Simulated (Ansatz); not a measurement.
A run for Ansatz (a program for electronic structure): R-SVWN5/def2-TZVPP on C3H4O2 (SMILES C=CC(=O)O), a point of a torsion scan.

Ansatz 0.2 input:
```yaml
crystal:
  periodic: [false, false, false]
  atoms:
    - {symbol: C, position_ang: [-1.38340728, -0.35260719, -0.25922207]}
    - {symbol: C, position_ang: [-0.52850003, 0.43970303, 0.37111476]}
    - {symbol: C, position_ang: [0.92917991, 0.27440341, 0.20827951]}
    - {symbol: O, position_ang: [1.47440974, -0.55245452, -0.47712460]}
    - {symbol: O, position_ang: [1.61325780, 1.17590126, 0.93078718]}
    - {symbol: H, position_ang: [-1.02001899, -1.13547959, -0.90522374]}
    - {symbol: H, position_ang: [-2.44949818, -0.24899122, -0.15409215]}
    - {symbol: H, position_ang: [-0.83368666, 1.23882580, 1.02916333]}
    - {symbol: H, position_ang: [2.56711865, 1.04966546, 0.80938013]}
basis:
  gaussian:
    orbitals: def2-TZVPP
hamiltonian:
  xc: {name: SVWN5}
scf: {lower_state_search: off}
```

The head of its log:

```
WARN ansatz: RAYON_NUM_THREADS=1 ignored (pool sized by the plan → 1); use --threads N
Functional definition: SVWN5
these checks for a lower state are left out or cut short: stability, starts, cluster_reference, orbital_swaps, neighbouring_geometries, increment
integrals: 0.10 GiB planned
1078 factors; their error is unknown
mean field: 0.85 GiB planned
mean field evaluation 1: about -7203.1542 eV, gradient 7.8e1 eV
mean field evaluation 2: about -7183.9017 eV, gradient 1.2e2 eV
```

Task: What total energy does the run end on?

Result: -265.1433 hartree.
